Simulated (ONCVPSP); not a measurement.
## Al (Z = 13), ONCV: configuration errors across variants

Al (Z = 13), optimised norm-conserving Vanderbilt (ONCV), made with ONCVPSP 4.0.1 (LDA (Perdew-Wang 92), scalar-relativistic). Core [He], reference 2s2 2p6 3s2 3p1. Waves: 2s+3s: rc 1.10 bohr, ncon 4, nbas 7, qcut 11.4 1/bohr, 2 projectors; 2p+3p: rc 1.20 bohr, ncon 3, nbas 6, qcut 12.9 1/bohr, 2 projectors. Local part: polynomial inside 0.95 bohr (lpopt 3, dvloc0 0 Ha). Core correction: none.

All-electron excitation energies from the reference (eV): (1) 2s2 2p6 3s2 3p0 5.841; (2) 2s2 2p6 3s1 3p0 25.211; (3) 2s1 2p6 3s2 3p1 120.052.

3 further variants failed, have other tests or another functional or relativity, and are left out.

Errors AE − PS in meV (a dash: test not solved or not reliable):

```tsv
change	(1)	(2)	(3)	bound ghosts	GHOST(+) flags above zero
base	+0.2	-0.6	-433	none	none
p: rc 1.3	+0.2	-0.7	-482	none	none
p: qcut 18.5	+0.3	-0.6	-400	none	none
```

Give the same row for: s: qcut 16.3; p: qcut 18.5.

+0.2, -0.5, -337; bound ghosts: none; GHOST(+) flags above zero: none.
